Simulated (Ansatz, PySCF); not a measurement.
ZnCl2, SMILES [Cl][Zn][Cl]. Atoms are numbered in the order given.

```xyz
3

Zn     0.0000     0.0000     0.0000
Cl     0.0000     0.0000    -2.0837
Cl     0.0000     0.0000     2.0837
```

Geometry optimised at PBE0-D3(BJ)/def2-TZVP. The isomer is the one that the SMILES or the coordinates give; other isomers of the formula were not compared.

Two levels are set side by side: PBE-D3(BJ)/def2-TZVP (Ansatz, a first-principles code) and PBE0-D3(BJ)/def2-TZVP (Ansatz). Each level has its own optimised geometry; the coordinates shown are those of the second. Frequencies come from the Hessian of PySCF at each geometry. Differences are taken from unrounded values.

```json
[
 {"quantity": "mean bond length (Å)", "PBE0-D3(BJ)": "2.084", "PBE-D3(BJ)": "2.090", "PBE-D3(BJ) minus PBE0-D3(BJ)": "0.007"},
 {"quantity": "bond Zn1–Cl2 (Å)", "PBE0-D3(BJ)": "2.084", "PBE-D3(BJ)": "2.090", "PBE-D3(BJ) minus PBE0-D3(BJ)": "0.007"},
 {"quantity": "bond Zn1–Cl3 (Å)", "PBE0-D3(BJ)": "2.084", "PBE-D3(BJ)": "2.090", "PBE-D3(BJ) minus PBE0-D3(BJ)": "0.007"},
 {"quantity": "highest harmonic wavenumber (cm⁻¹)", "PBE0-D3(BJ)": "509", "PBE-D3(BJ)": "496", "PBE-D3(BJ) minus PBE0-D3(BJ)": "-13"},
 {"quantity": "mean harmonic wavenumber (cm⁻¹)", "PBE0-D3(BJ)": "269", "PBE-D3(BJ)": "263", "PBE-D3(BJ) minus PBE0-D3(BJ)": "-6"},
 {"quantity": "zero-point energy (kcal/mol)", "PBE0-D3(BJ)": "1.54", "PBE-D3(BJ)": "1.50", "PBE-D3(BJ) minus PBE0-D3(BJ)": "-0.04"}
]
```

GGA bonds tend to be longer and softer than those of functionals with exact exchange. Differences between two approximate levels are no errors against the true value.
